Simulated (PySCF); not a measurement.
C8H9F3.
Numbering: `[CH2:1]=[CH:2][C@@H:3]1[CH2:4][C:5](=[CH2:6])[C@H:7]1[C:8]([F:9])([F:10])[F:11]` (hydrogens: H12, H13 on C1; H14 on C2; H15 on C3; H16, H17 on C4; H18, H19 on C6; H20 on C7)

The same species was optimised twice, with GFN2-xTB and with PBE0-D3(BJ)/def2-SVP (PySCF), and the same property calculations (PySCF, gas phase) were run on both structures.

```
     coordinate  GFN2-xTB  PBE0-D3(BJ)/def2-SVP  change
      C1=C2 (Å)     1.320                 1.333  +0.013
      C5=C6 (Å)     1.315                 1.328  +0.013
     C8–F11 (Å)     1.345                 1.337  -0.008
      C7–C8 (Å)     1.512                 1.504  -0.008
      C3–C4 (Å)     1.549                 1.556  +0.007
      C4–C5 (Å)     1.504                 1.509  +0.005
     C8–F10 (Å)     1.342                 1.336  -0.006
      C8–F9 (Å)     1.343                 1.340  -0.003
      C2–C3 (Å)     1.489                 1.487  -0.002
      C5–C7 (Å)     1.512                 1.514  +0.002
      C3–C7 (Å)     1.554                 1.555  +0.001
   C5–C7–C8 (°)     114.5                 118.9    +4.4
   C2–C3–C7 (°)     114.5                 118.1    +3.6
   C2–C3–C4 (°)     115.6                 118.8    +3.2
   C3–C7–C8 (°)     114.6                 117.6    +3.0
   C4–C5–C7 (°)      92.6                  91.3    -1.3
  F9–C8–F11 (°)     106.3                 107.5    +1.2
   C4–C3–C7 (°)      89.2                  88.0    -1.2
   C7–C8–F9 (°)     112.3                 111.1    -1.2
C1–C2–C3–C4 (°)      -133                  -128      +5
C5–C7–C8–F9 (°)       -71                   -65      +6
```

Rotational constants: A = 1436, B = 946.4, C = 670.5 MHz (GFN2-xTB) against A = 1401, B = 975.0, C = 661.4 MHz (PBE0-D3(BJ)/def2-SVP). Point groups within 0.08 Å: C1 and C1.

On the GFN2-xTB structure: HOMO (eV) -7.67 [PBE0/pcSseg-1]; LUMO (eV) -0.27 [PBE0/pcSseg-1]; dipole (D) 2.43 [PBE0/pcSseg-1]; GIAO shielding of C1 (ppm) 64.4 [PBE0/pcSseg-1]; GIAO shielding of C2 (ppm) 37.4 [PBE0/pcSseg-1]; GIAO shielding of C3 (ppm) 148.7 [PBE0/pcSseg-1]; GIAO shielding of C4 (ppm) 149.9 [PBE0/pcSseg-1]; GIAO shielding of C5 (ppm) 38.9 [PBE0/pcSseg-1]; GIAO shielding of C6 (ppm) 65.2 [PBE0/pcSseg-1]; GIAO shielding of C7 (ppm) 132.8 [PBE0/pcSseg-1]; GIAO shielding of C8 (ppm) 51.1 [PBE0/pcSseg-1].

Q: What do these properties become on the PBE0-D3(BJ)/def2-SVP structure?

A: 
| property | level | on GFN2-xTB | on PBE0-D3(BJ)/def2-SVP | change |
| --- | --- | --- | --- | --- |
| HOMO (eV) | PBE0/pcSseg-1 | -7.67 | -7.58 | +0.09 |
| LUMO (eV) | PBE0/pcSseg-1 | -0.27 | -0.20 | +0.07 |
| dipole (D) | PBE0/pcSseg-1 | 2.43 | 2.32 | -0.11 |
| energy, GFN2-xTB geometry as zero (kcal/mol) | PBE0/pcSseg-1 | 0.0 | -1.2 | -1.2 |
| GIAO shielding of C1 (ppm) | PBE0/pcSseg-1 | 64.4 | 59.3 | -5.1 |
| GIAO shielding of C2 (ppm) | PBE0/pcSseg-1 | 37.4 | 35.3 | -2.1 |
| GIAO shielding of C3 (ppm) | PBE0/pcSseg-1 | 148.7 | 146.3 | -2.4 |
| GIAO shielding of C4 (ppm) | PBE0/pcSseg-1 | 149.9 | 146.2 | -3.7 |
| GIAO shielding of C5 (ppm) | PBE0/pcSseg-1 | 38.9 | 37.0 | -1.9 |
| GIAO shielding of C6 (ppm) | PBE0/pcSseg-1 | 65.2 | 67.0 | +1.8 |
| GIAO shielding of C7 (ppm) | PBE0/pcSseg-1 | 132.8 | 130.9 | -1.9 |
| GIAO shielding of C8 (ppm) | PBE0/pcSseg-1 | 51.1 | 53.9 | +2.8 |

The heavy atoms differ by 0.245 Å rms after alignment. Among bonds between heavy atoms C1=C2 and C5=C6 change most and about equally (+0.013 Å). Changes are differences of the printed values. Neither structure is proved a minimum here.

Conformer computed: `[CH2:1]=[CH:2][C@@H:3]1[CH2:4][C:5](=[CH2:6])[C@H:7]1[C:8]([F:9])([F:10])[F:11]`: C1–C2–C3–C4 -128°, C5–C7–C8–F9 -65°.
